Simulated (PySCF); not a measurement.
Compound: CH10Si3.
Numbering: `[SiH3:1][CH2:2][SiH2:3][SiH3:4]` (hydrogens: H5, H6, H7 on Si1; H8, H9 on C2; H10, H11 on Si3; H12, H13, H14 on Si4)

Structure used (PBE0-D3(BJ)/def2-SVP), in Å, numbered top down from 1:
```
atom  x, y, z in Å
Si1   -1.8639    0.2759    0.6774
C2    -1.1818   -0.1212   -1.0308
Si3    0.5246   -0.9309   -1.0390
Si4    2.0868    0.3433    0.1684
H5    -3.2501    0.8295    0.5900
H6    -1.8928   -0.9538    1.5278
H7    -0.9903    1.2885    1.3480
H8    -1.1254    0.8156   -1.6117
H9    -1.8880   -0.7843   -1.5594
H10    0.4431   -2.2933   -0.4224
H11    1.0150   -1.0937   -2.4451
H12    3.4709   -0.1668   -0.0812
H13    1.8130    0.2730    1.6373
H14    2.0239    1.7774   -0.2567
```

Level of theory: core-valence-separated Tamm–Dancoff BHandHLYP/aug-pcX-1 (pcseg-1 on H, def2-SVPD on Si) in PySCF, non-relativistic, gas phase, PBE0-D3(BJ)/def2-SVP geometry. BHandHLYP without relativity tends to put these K edges a few eV too low, so spacings mean more than positions.

The lowest roots of each edge with f over 0.003 (five at most, numbered afresh; weaker and dark ones are left out), with transition dipoles (au) in the frame of the coordinates:

| root | edge | E (eV) | f | μx | μy | μz |
| --- | --- | --- | --- | --- | --- | --- |
| 1 | C | 285.63 | 0.0311 | -0.0089 | 0.0614 | -0.0245 |
| 2 | C | 285.76 | 0.0337 | 0.0579 | 0.0175 | 0.0340 |
| 3 | C | 285.97 | 0.0040 | 0.0200 | -0.0066 | -0.0111 |
| 4 | C | 286.08 | 0.0291 | 0.0375 | -0.0156 | -0.0500 |
| 5 | C | 286.51 | 0.0055 | -0.0118 | 0.0035 | 0.0252 |

Problem. Molecules are fixed in this frame and the field points along z. What effective strengths 3 f cos²θ do the roots have (θ between field and μ)?

Solution. root 1 (C2): 0.013, root 2 (C2): 0.024, root 3 (C2): 0.003, root 4 (C2): 0.053, root 5 (C2): 0.013. Root 4 is the strongest. Averaged over all orientations cos²θ is 1/3, which gives f back.

Time: 6.8 s; peak memory 0.70 GiB. Hardware: an Arm Neoverse V1 with one thread, shared host with 32 logical CPUs at a one-minute load of 11.

One conformer stands for the species.
